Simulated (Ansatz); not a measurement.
Start from `[BH2][Zn][NH2]` and change one atom or group to get `[CH3][Zn][NH2]`.

Ansatz, PBE0-D4/def2-TZVP geometries, multiplicity 1. Each molecule was computed in one conformer, which needn't be the lowest.

Scalar relativity is left out up to krypton.

```
                                          property  `[BH2][Zn][NH2]`
               LUMO energy (B3LYP/def2-TZVPP) / eV             -2.50
size of the dipole moment (ωB97M-V/def2-TZVPP) / D              0.35
             HOMO energy (ωB97M-V/def2-TZVPP) / eV             -8.91
                HOMO energy (PBE0/def2-TZVPP) / eV             -6.56
              HOMO–LUMO gap (PBE0/def2-TZVPP) / eV              4.27
                 LUMO energy (PBE/def2-TZVPP) / eV             -3.22
```

**Question.** What does the change do to each property? (Estimate.)

**Answer.** The calculation gave: 
```
                                          property  `[CH3][Zn][NH2]`  shift
               LUMO energy (B3LYP/def2-TZVPP) / eV             -0.29   2.21
size of the dipole moment (ωB97M-V/def2-TZVPP) / D              0.83   0.48
             HOMO energy (ωB97M-V/def2-TZVPP) / eV             -8.99  -0.08
                HOMO energy (PBE0/def2-TZVPP) / eV             -6.59  -0.03
              HOMO–LUMO gap (PBE0/def2-TZVPP) / eV              6.61   2.34
                 LUMO energy (PBE/def2-TZVPP) / eV             -0.73   2.49
```

Dipoles are sizes alone; their direction can turn.

B3LYP here is the variant with VWN-RPA as its local correlation; programs differ in this.
